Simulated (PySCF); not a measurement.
C8H9 (SMILES [CH2]c1ccc(C)cc1), doublet, geometry from GFN2-xTB; R2SCAN/STO-3G in PySCF.

The PySCF input:
```python
from pyscf import gto, scf, dft

mol = gto.M(
    atom='''
C    -2.86940762    0.04230958    0.04061680
C    -1.49251200    0.02059238    0.02077269
C    -0.76964542   -1.10670664   -0.46122192
C     0.60065833   -1.11868845   -0.47556411
C     1.34045314   -0.02581735   -0.01768787
C     2.83523812   -0.03240613   -0.04110719
C     0.64717806    1.09259535    0.45923992
C    -0.72087053    1.12517956    0.48211883
H    -3.44548796   -0.79521068   -0.30925238
H    -3.40864576    0.89741059    0.40629066
H    -1.32637261   -1.96090267   -0.81821381
H     1.12443398   -1.98904985   -0.84687777
H     3.21858061   -1.01579588   -0.30197407
H     3.23522463    0.25477780    0.93086154
H     3.20460889    0.68682114   -0.77355242
H     1.21174650    1.94351087    0.81542914
H    -1.24064055    1.99608895    0.85428617
''',
    basis='sto-3g',
    spin=1,
    verbose=4,
)

mf = dft.UKS(mol)
mf.xc = 'r2scan'
mf.diis_space = 2
mf.kernel()
mf.analyze()
```

It wrote (shortened):

```
PySCF version 2.14.0

[INPUT] verbose = 4
[INPUT] num. atoms = 17
[INPUT] num. electrons = 57
[INPUT] charge = 0
[INPUT] spin (= nelec alpha-beta = 2S) = 1
[INPUT] symmetry False subgroup None
[INPUT] Mole.unit = angstrom
[INPUT] Symbol           X                Y                Z      unit          X                Y                Z       unit  Magmom
[...]
nuclear repulsion = 332.608950134293
number of shells = 33
number of NR pGTOs = 147
number of NR cGTOs = 49
basis = sto-3g
ecp = {}

******** <class 'pyscf.dft.uks.UKS'> ********
method = UKS
initial guess = minao
damping factor = 0
level_shift factor = 0
DIIS = <class 'pyscf.scf.diis.CDIIS'>
diis_start_cycle = 1
diis_space = 2
diis_damp = 0
SCF conv_tol = 1e-09
SCF conv_tol_grad = None
SCF max_cycles = 50
direct_scf = True
direct_scf_tol = 1e-13
number electrons alpha = 29  beta = 28
XC library pyscf.dft.libxc version 7.1.2
    S. Lehtola, C. Steigemann, M. J. T. Oliveira, and M. A. L. Marques,  SoftwareX 7, 1–5 (2018)
XC functionals = r2scan
    J. W. Furness, A. D. Kaplan, J. Ning, J. P. Perdew, and J. Sun,  J. Phys. Chem. Lett. 11, 8208–8215 (2020)
    J. W. Furness, A. D. Kaplan, J. Ning, J. P. Perdew, and J. Sun,  J. Phys. Chem. Lett. 11, 9248–9248 (2020)
    J. W. Furness, A. D. Kaplan, J. Ning, J. P. Perdew, and J. Sun,  J. Phys. Chem. Lett. 11, 8208–8215 (2020)
    J. W. Furness, A. D. Kaplan, J. Ning, J. P. Perdew, and J. Sun,  J. Phys. Chem. Lett. 11, 9248–9248 (2020)
radial grids:
    Treutler-Ahlrichs [JCP 102, 346 (1995); DOI:10.1063/1.469408] (M4) radial grids

becke partition: Becke, JCP 88, 2547 (1988); DOI:10.1063/1.454033
pruning grids: <function nwchem_prune>
grids dens level: 3
symmetrized grids: False
atomic radii adjust function: <function treutler_atomic_radii_adjust>
small_rho_cutoff = 0
Set gradient conv threshold to 3.16228e-05
tot grids = 201216
init E= -307.398741239316

cycle= 1 E= -306.27906253831  delta_E= 1.12  |g|= 0.133  |ddm|= 4.03
cycle= 2 E= -306.289685563245  delta_E= -0.0106  |g|= 0.0996  |ddm|= 0.383
cycle= 3 E= -306.296594587973  delta_E= -0.00691  |g|= 0.0303  |ddm|= 0.175
cycle= 4 E= -306.296716062466  delta_E= -0.000121  |g|= 0.0369  |ddm|= 0.106
cycle= 5 E= -306.297782606152  delta_E= -0.00107  |g|= 0.00963  |ddm|= 0.0646
cycle= 6 E= -306.297888144805  delta_E= -0.000106  |g|= 0.00942  |ddm|= 0.0296
cycle= 7 E= -306.297950329742  delta_E= -6.22e-05  |g|= 0.00502  |ddm|= 0.0168
cycle= 8 E= -306.297967007938  delta_E= -1.67e-05  |g|= 0.00543  |ddm|= 0.0165
cycle= 9 E= -306.297987533192  delta_E= -2.05e-05  |g|= 0.00365  |ddm|= 0.0123
cycle= 10 E= -306.297996106522  delta_E= -8.57e-06  |g|= 0.00315  |ddm|= 0.00894
cycle= 11 E= -306.297998121586  delta_E= -2.02e-06  |g|= 0.00297  |ddm|= 0.00814
cycle= 12 E= -306.297999726036  delta_E= -1.6e-06  |g|= 0.00308  |ddm|= 0.00854
cycle= 13 E= -306.298004214367  delta_E= -4.49e-06  |g|= 0.00215  |ddm|= 0.006
cycle= 14 E= -306.298002766659  delta_E= 1.45e-06  |g|= 0.00253  |ddm|= 0.00645
cycle= 15 E= -306.298004417353  delta_E= -1.65e-06  |g|= 0.00224  |ddm|= 0.00649
cycle= 16 E= -306.298005686255  delta_E= -1.27e-06  |g|= 0.00193  |ddm|= 0.00489
cycle= 17 E= -306.298005383914  delta_E= 3.02e-07  |g|= 0.00191  |ddm|= 0.005
cycle= 18 E= -306.298005007965  delta_E= 3.76e-07  |g|= 0.00212  |ddm|= 0.00555
cycle= 19 E= -306.298006816305  delta_E= -1.81e-06  |g|= 0.00148  |ddm|= 0.00409
cycle= 20 E= -306.298005936921  delta_E= 8.79e-07  |g|= 0.00174  |ddm|= 0.00442
cycle= 21 E= -306.298006480363  delta_E= -5.43e-07  |g|= 0.0016  |ddm|= 0.00452
cycle= 22 E= -306.298007061517  delta_E= -5.81e-07  |g|= 0.00138  |ddm|= 0.00347
cycle= 23 E= -306.298006910256  delta_E= 1.51e-07  |g|= 0.00135  |ddm|= 0.00355
cycle= 24 E= -306.298006626708  delta_E= 2.84e-07  |g|= 0.00153  |ddm|= 0.00396
cycle= 25 E= -306.298007564904  delta_E= -9.38e-07  |g|= 0.00107  |ddm|= 0.00296
cycle= 26 E= -306.298007136479  delta_E= 4.28e-07  |g|= 0.00124  |ddm|= 0.00315
[...]
SCF not converged.
Total Energy =                        -306.298008244084258
[...]
**** MO energy ****
                             alpha | beta                alpha | beta
[...]
To work with the spin densities directly, `use mulliken_meta_spin()` only printing them here.

 ** Mulliken spin pop alpha/beta on meta-lowdin orthogonal AOs **
 ** Mulliken Spin Density (per AO)  **
spin_pop of  0 C 1s       -0.00003
spin_pop of  0 C 2s        0.04315
spin_pop of  0 C 2px       0.02064
spin_pop of  0 C 2py       0.12025
spin_pop of  0 C 2pz       0.57358
spin_pop of  1 C 1s        0.00001
spin_pop of  1 C 2s       -0.01918
spin_pop of  1 C 2px      -0.02192
spin_pop of  1 C 2py      -0.03503
spin_pop of  1 C 2pz      -0.13061
spin_pop of  2 C 1s       -0.00001
spin_pop of  2 C 2s        0.01692
spin_pop of  2 C 2px       0.01016
spin_pop of  2 C 2py       0.04523
spin_pop of  2 C 2pz       0.20403
spin_pop of  3 C 1s        0.00001
spin_pop of  3 C 2s       -0.01166
spin_pop of  3 C 2px      -0.01060
spin_pop of  3 C 2py      -0.02584
spin_pop of  3 C 2pz      -0.10584
spin_pop of  4 C 1s       -0.00001
spin_pop of  4 C 2s        0.01722
spin_pop of  4 C 2px       0.00889
spin_pop of  4 C 2py       0.04563
spin_pop of  4 C 2pz       0.20749
spin_pop of  5 C 1s        0.00000
spin_pop of  5 C 2s       -0.00333
spin_pop of  5 C 2px      -0.00992
spin_pop of  5 C 2py      -0.00224
spin_pop of  5 C 2pz      -0.00376
spin_pop of  6 C 1s        0.00001
spin_pop of  6 C 2s       -0.01162
spin_pop of  6 C 2px      -0.01019
spin_pop of  6 C 2py      -0.02622
spin_pop of  6 C 2pz      -0.10646
spin_pop of  7 C 1s       -0.00001
spin_pop of  7 C 2s        0.01639
spin_pop of  7 C 2px       0.01005
spin_pop of  7 C 2py       0.04360
spin_pop of  7 C 2pz       0.19628
spin_pop of  8 H 1s       -0.02925
spin_pop of  9 H 1s       -0.02927
spin_pop of  10 H 1s       -0.01147
spin_pop of  11 H 1s        0.00629
spin_pop of  12 H 1s        0.00130
spin_pop of  13 H 1s        0.00924
spin_pop of  14 H 1s        0.01288
spin_pop of  15 H 1s        0.00632
spin_pop of  16 H 1s       -0.01109
 ** Mulliken Spin Density (per atom)  **
spin density of  0 C =      0.75759
spin density of  1 C =     -0.20674
spin density of  2 C =      0.27632
spin density of  3 C =     -0.15393
spin density of  4 C =      0.27922
spin density of  5 C =     -0.01925
spin density of  6 C =     -0.15447
spin density of  7 C =      0.26632
spin density of  8 H =     -0.02925
spin density of  9 H =     -0.02927
spin density of  10 H =     -0.01147
spin density of  11 H =      0.00629
spin density of  12 H =      0.00130
spin density of  13 H =      0.00924
spin density of  14 H =      0.01288
spin density of  15 H =      0.00632
spin density of  16 H =     -0.01109
 ** Mulliken pop alpha/beta on meta-lowdin orthogonal AOs **
 ** Mulliken pop       alpha | beta **
In total            29.00000 | 28.00000
 ** Mulliken atomic charges   ( Nelec_alpha | Nelec_beta ) **
charge of  0C =     -0.09524  (     3.42641      2.66882 )
charge of  1C =     -0.00381  (     2.89854      3.10528 )
charge of  2C =     -0.05192  (     3.16412      2.88780 )
charge of  3C =     -0.06508  (     2.95557      3.10950 )
charge of  4C =      0.01697  (     3.13113      2.85191 )
charge of  5C =     -0.14846  (     3.06460      3.08386 )
charge of  6C =     -0.06530  (     2.95541      3.10989 )
charge of  7C =     -0.05154  (     3.15893      2.89261 )
charge of  8H =      0.04942  (     0.46066      0.48992 )
charge of  9H =      0.04942  (     0.46066      0.48992 )
charge of  10H =      0.04889  (     0.46982      0.48129 )
charge of  11H =      0.04900  (     0.47865      0.47235 )
charge of  12H =      0.05415  (     0.47358      0.47228 )
charge of  13H =      0.05730  (     0.47597      0.46673 )
charge of  14H =      0.05850  (     0.47719      0.46431 )
charge of  15H =      0.04886  (     0.47873      0.47241 )
charge of  16H =      0.04885  (     0.47003      0.48112 )
Dipole moment(X, Y, Z, Debye):  0.32882,  0.03929, -0.00803
```

The run did not converge; its last values are not results.
